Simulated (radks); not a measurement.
Spherical quantum dot in the effective-mass picture: electrons in a parabolic well V = omega^2 r^2 / 2 with omega = 0.0711, with a point charge +1 (a donor) at the centre, all in effective atomic units (hartree* = m*/eps^2 hartree, bohr* = eps/m* bohr), one dielectric constant everywhere. Calculated with a radial shooting solver with Libxc functionals: non-relativistic Kohn-Sham, exchange-only LDA, spin-polarised, spherical densities. Levels are named by radial order and angular momentum (1s, 1p, 1d, 2s, ...), and open shells are averaged over m. Results are scaled to m* = 0.121 and eps = 11.9, for which hartree* = 23.25 meV and bohr* = 5.204 nm.

N = 35, configuration 1s2 1p(up 3, down 0) 1d(up 5, down 0) 2s(up 1, down 0) 1f(up 7, down 0) 2p(up 3, down 0) 1g(up 9, down 0) 2d(up 2, down 0) 3s(up 1, down 0) 1h(up 2, down 0). This is the lowest configuration that the search found (a dilute case). Occupied levels:

level    occupation  eigenvalue (meV)  <r> (nm)
1s up             1            60.056     57.66
1p up             3            60.283     69.78
2s up             1            60.568     35.68
1d up             5            60.576     74.19
1s down           1            60.756     12.39
1f up             7            60.950     77.90
1g up             9            61.393     81.01
2p up             3            61.401     63.19
3s up             1            61.445     55.18
2d up             2            61.896     67.25
1h up             2            61.899     83.67

Energy (meV): total 1237.32, kinetic 50.922, external 339.70, Hartree 926.98, exchange-correlation -80.282.

Electron density:

r (nm)  n(r) (e/nm^3)
10.6       0.00007448
21.9        8.395e-06
33.2        6.864e-06
44.6        8.403e-06
55.9        8.320e-06
67.2        9.121e-06
78.6        9.846e-06
89.9        6.640e-06
101         2.084e-06
113         2.716e-07
124         1.491e-08
135         3.454e-10
